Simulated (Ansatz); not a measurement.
Computed with frozen-core CCSD(T)/cc-pVTZ // PBE-D3(BJ)/def2-TZVP (Ansatz, an electronic-structure program).

Ansatz 0.2 input:
```yaml
crystal:
  periodic: [false, false, false]
  atoms:
    - { symbol: Ga, position_ang: [-0.246289, 0.011895, -0.001584] }
    - { symbol: Br, position_ang: [2.062558, -0.099604, 0.013272] }
    - { symbol: H, position_ang: [-0.976534, -1.373297, -0.011404] }
    - { symbol: H, position_ang: [-0.839736, 1.461005, -0.000282] }
basis:
  gaussian: { orbitals: cc-pVTZ }
correlation:
  method: ccsd_t
```

Output:

```
Functional definition: HF
717 factors; integrals over basis functions are off by at most 1.3e-3 eV
mean field evaluation 1: about -122367.7746 eV, gradient 1.3e1 eV
mean field evaluation 2: about -122367.8276 eV, gradient 1.4e1 eV
mean field evaluation 4: about -122368.5723 eV, gradient 1.6e0 eV
mean field evaluation 8: about -122368.5852 eV, gradient 9.9e-2 eV
mean field evaluation 16: about -122368.4062 eV, gradient 6.8e0 eV
mean field -122368.58522191 eV, -4496.9625624992 hartree, gradient 3.0e-6 eV, S^2 0.000000; 0 other end points of the search recorded, 0 dependent functions left out
18 core orbitals not correlated
reference -122368.58522191 eV, -4496.9625624992 hartree; 16, 16 occupied and 80, 80 virtual orbitals, 717 factors
second order -10.48326268 eV of doubles, -0.00000000 eV of singles
cycle   1  -10.66694626 eV  change   -1.8e-1 eV  update   8.2e-2
cycle   2  -11.03112397 eV  change   -3.6e-1 eV  update   2.4e-2
cycle   3  -11.07934084 eV  change   -4.8e-2 eV  update   1.2e-2
cycle   4  -11.07215521 eV  change    7.2e-3 eV  update   2.9e-3
cycle   5  -11.07272609 eV  change   -5.7e-4 eV  update   1.1e-3
cycle   6  -11.07260808 eV  change    1.2e-4 eV  update   3.7e-4
cycle   7  -11.07250221 eV  change    1.1e-4 eV  update   1.3e-4
cycle   8  -11.07255601 eV  change   -5.4e-5 eV  update   4.4e-5
cycle   9  -11.07256200 eV  change   -6.0e-6 eV  update   1.4e-5
perturbative correction -0.46153693 eV, -0.0169611693 hartree
Total energy: -122380.11932085 eV, -4497.3864328169 hartree
```

Cost: about 17 core-seconds (a rough figure).
